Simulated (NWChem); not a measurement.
System meant: CH4O4Si; SMILES O=C[Si](O)(O)O

NWChem input:

```
start job
memory heap 200 mb stack 900 mb global 1100 mb
geometry units angstroms noautoz
  O     -0.200228    -2.263694    -0.179088
  C      0.534197    -1.411328     0.301927
  Si     0.066405     0.425424     0.003577
  O      1.346273     1.058128    -0.815065
  O     -1.362218     0.311679    -0.815692
  O     -0.173298     1.331335     1.367071
  H      1.432967    -1.730141     0.877671
  H      1.376835     2.020990    -0.910697
  H     -1.519643    -0.613711    -1.077078
  H     -1.099276     1.398739     1.642489
end
basis spherical
  * library def2-svp
end
dft
  odft
  mult 2
  xc xpbe96 cpbe96
  iterations 150
  mulliken
end
task dft energy
```

End of the output:

```
 Summary of "ao basis" -> "" (spherical)
 ------------------------------------------------------------------------------
       Tag                 Description            Shells   Functions and Types
 ---------------- ------------------------------  ------  ---------------------
 *                          def2-svp                  on all atoms

  pbe96 is a nonlocal functional; adding pw91lda local functional.

                                 NWChem DFT Module
                                 -----------------

 Summary of "ao basis" -> "ao basis" (spherical)
 ------------------------------------------------------------------------------
       Tag                 Description            Shells   Functions and Types
 ---------------- ------------------------------  ------  ---------------------
 O                          def2-svp                 6       14   3s2p1d
 C                          def2-svp                 6       14   3s2p1d
 Si                         def2-svp                 8       18   4s3p1d
 H                          def2-svp                 3        5   2s1p

 Summary of "ao basis" -> "ao basis" (spherical)
 ------------------------------------------------------------------------------
       Tag                 Description            Shells   Functions and Types
 ---------------- ------------------------------  ------  ---------------------
 O                          def2-svp                 6       14   3s2p1d
 C                          def2-svp                 6       14   3s2p1d
 Si                         def2-svp                 8       18   4s3p1d
 H                          def2-svp                 3        5   2s1p

  number of electrons :                   56
  multiplicity        :                    2
 ------------------------------------------------------------------------
  no. of electrons and multiplicity not compatible                  56
 ------------------------------------------------------------------------
 ------------------------------------------------------------------------
  current input line :
    25: task dft energy
 ------------------------------------------------------------------------
 ------------------------------------------------------------------------
 There is an error in the input file
 ------------------------------------------------------------------------
 For more information see the NWChem manual at https://nwchemgit.github.io

0: no. of electrons and multiplicity not compatible:Received an Error in Communication
```

Q: Can this run be used? If not, why, and what is the fix?

A: The input was rejected before any calculation. Cause: the multiplicity doesn't fit the number of electrons (an even count wants an odd multiplicity, and the reverse). This input runs:
```
start job
memory heap 200 mb stack 900 mb global 1100 mb
geometry units angstroms noautoz
  O     -0.200228    -2.263694    -0.179088
  C      0.534197    -1.411328     0.301927
  Si     0.066405     0.425424     0.003577
  O      1.346273     1.058128    -0.815065
  O     -1.362218     0.311679    -0.815692
  O     -0.173298     1.331335     1.367071
  H      1.432967    -1.730141     0.877671
  H      1.376835     2.020990    -0.910697
  H     -1.519643    -0.613711    -1.077078
  H     -1.099276     1.398739     1.642489
end
basis spherical
  O library def2-svp
  C library def2-svp
  Si library def2-svp
  H library def2-svp
end
dft
  xc xpbe96 cpbe96
  iterations 150
  mulliken
end
task dft energy
```
It converges to -630.15522 Ha (PBE/def2-SVP).
